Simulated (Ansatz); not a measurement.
Program: Ansatz. Geometries: PBE0-D4/def2-TZVP. ΔE: electronic, gas phase. CBS: MP2 limit from def2 TZ/QZ plus the TZ coupled-cluster correction, frozen cores. DFT in def2-TZVPP. B3LYP here is the variant with VWN-RPA as its local correlation; programs differ in this. For Ge outer-core shells are correlated without core-valence functions, which leaves a few kJ/mol of doubt a bond. Scalar relativity is left out up to krypton. One conformer a species, not always the lowest.

`NB(F)[O][GeH3]` + `C[SiH2]OC(F)(F)F` → `C[SiH2]OB(N)F` + `FC(F)(F)[O][GeH3]`  (redistribution)

```csv
level,ΔE (kJ/mol)
B3LYP-D4,-8.8
ωB97M-V,-7.9
HF/def2-TZVPP,-9.9
CCSD/def2-TZVPP,-7.4
```

**Question.** What does CCSD(T)/CBS give? (Estimate.)

**Answer.** Ansatz gave: -7.7 kJ/mol. The listed levels differ from it by -1.1, -0.2, -2.2, 0.3 kJ/mol.

Largest T1 diagnostic among the species: 0.012.
